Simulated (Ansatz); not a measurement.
`CC[Si]Cl` + CH₃OH → `CC[Si]OC` + HCl at 298.15 K and 1 bar (ligand exchange at the Si–Cl bond).

Isolated molecules relaxed with PBE0-D4/def2-TZVP in Ansatz; ΔE leaves out vibrations. CBS: MP2 limit from def2 TZ/QZ plus the TZ coupled-cluster correction, frozen cores. This one scheme is used for every species. One conformer a species, not always the lowest.

| species | CCSD(T)/CBS energy (Eh) | H − E (kJ/mol) | S (J/(mol·K)) |
| --- | --- | --- | --- |
| `CC[Si]Cl` | -827.97738 | 191.0 | 335.3 |
| CH₃OH | -115.61712 | 146.3 | 238.2 |
| `CC[Si]OC` | -483.21274 | 304.3 | 356.1 |
| HCl | -460.38127 | 26.6 | 186.8 |

H − E and S are ideal-gas, rigid-rotor, harmonic terms from PBE0-D4/def2-TZVP, for one conformer and one mirror image of each species. 1 Eh = 2625.50 kJ/mol, R = 8.31446 J/(mol·K).

Problem. By hand: ΔE, ΔH, ΔS and ΔG.

Solution. ΔE = (-483.21274) + (-460.38127) − (-827.97738) − (-115.61712) = 0.00049 Eh = 1.3 kJ/mol. Δ(H − E) = 304.3 + 26.6 − 191.0 − 146.3 = -6.4, so ΔH = -5.1 kJ/mol. ΔS = 356.1 + 186.8 − 335.3 − 238.2 = -30.6 J/(mol·K). ΔG = -5.1 − 298.15 × (-30.6)/1000 = 4.0 kJ/mol.

Problem. By hand: the equilibrium constant, and the temperature at which ΔG would vanish if ΔH and ΔS stayed fixed.

Solution. log₁₀ K = −ΔG/(RT ln 10) = -0.7. ΔG = 0 at ΔH/ΔS = 167 K, though so small a ΔH makes that figure unsure.

TΔS isn't small against ΔH here. The sign of ΔG lies within the doubt. A doubt of 5 kJ/mol in ΔE shifts log₁₀ K by 0.9 here. Other conformers and mirror images would add mixing entropy, several J/(mol·K) or more a flexible species. Modes under 60 cm⁻¹, often nearly free rotors, make the harmonic entropy too high. These are equilibria of isolated gas molecules and say nothing of rates. Largest T1 diagnostic: 0.013 (customary marks: 0.02 for closed shells, 0.045 for open ones).
